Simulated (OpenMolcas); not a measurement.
## Os4+: moving or changing the point charges

Os4+ among 4 point charges of -1 e arranged as a square (D4h), 1.95 Å from the ion.

* Program: OpenMolcas
* Method: SS-CASPT2, IPEA 0.25 Eh, imaginary shift 0.1 Eh (closed shells correlated: 5s 5p)
* Basis: ANO-RCC-VDZP [7s6p4d2f1g]
* Scalar Hamiltonian: DKH2, point nucleus
* Active space: 4 electrons in 5 orbitals (5d)
* State averaging: 2S+1 = 5 even, 5 roots; 2S+1 = 3 even, 45 roots; 2S+1 = 1 even, 50 roots
* Spin-orbit coupling: RASSI with atomic mean-field integrals over the reference wave functions

Runs around this geometry, states (labels of D4, the rotations of D4h). Energies in cm-1 above the lowest state or level, χT in cm3 K/mol.

```
R (Å)  q (e)  Ground state  First state of that spin  First gap with spin-orbit (degeneracies)  χT at 300 K  First state of another spin
 1.95   -0.5           5B1                  5B2 3170                               3000 (1, 1)        0.077                    3B1 18350
 1.85     -1           5B1                  5B2 7780                               1660 (1, 1)        0.208                     3E 18470
 1.95     -1           5B1                  5B2 6160                               1890 (1, 1)        0.163                     3E 18520
 2.16     -1           5B1                  5B2 3870                               2390 (1, 1)        0.107                     3E 18510
```

Taking the first state of the same spin as R^-n, n = -ln(3870 / 7780) / ln(2.16 / 1.85) = 4.5 between the shortest and longest distance.

Scaling the charges by -0.5 / -1 = 0.50 scales the first state of the same spin by 3170 / 6160 = 0.51; with fixed orbitals a first-order splitting would follow the charge.

Point charges give a weaker field than real ligands, and real ions of this kind are as a rule low spin; the high spin found here belongs to the model. Free-ion shares, where given, are those of the reference states; single-state CASPT2 does not remix them. Spin-orbit coupling mixes the spin-free states strongly: the lowest level takes only 30 % from its leading state, 5B1 (figures for R = 1.95, q = -0.5; the like holds for R = 1.85, q = -1, R = 1.95, q = -1, R = 2.16, q = -1). Point charges carry no covalency, so the field is a model and not that of real ligands. No measured value stands beside these numbers.
